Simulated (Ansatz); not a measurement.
Oxide piece family: binding per atom (eV) at several levels, gas phase, relaxed structures; Ansatz. Core potentials for Hf, Nb, Pb in the def2 sets, no spin–orbit coupling. Binding counts from free atoms in the multiplicity of their measured ground term, without zero-point energy. A dash marks a value that wasn't run or was left out as unsound. The structures are stationary points that may keep the symmetry of their start.

```csv
species,state,geometry,PBE-D4/def2-SVP,PBE-D4/def2-TZVP,r2SCAN-D4/def2-TZVP,PBE0-D4/def2-SVP,PBE0-D4/def2-TZVP
Nb3O14H13,singlet,r2SCAN-D4/def2-SVP,4.69,4.61,4.48,4.43,4.37
B4O10H8,singlet,PBE-D4/def2-SVP,5.05,4.96,4.87,4.89,4.82
Pb5O8H6,singlet,PBE-D4/def2-SVP,3.77,3.76,3.62,3.51,3.52
Ti5O17H14,singlet,PBE-D4/def2-SVP,4.91,–,–,4.56,4.51
Hf3O11H10,singlet,r2SCAN-D4/def2-SVP,4.96,4.91,4.86,4.79,4.75
Pb3O7H8,singlet,PBE-D4/def2-SVP,3.68,3.67,3.55,3.47,3.47
```
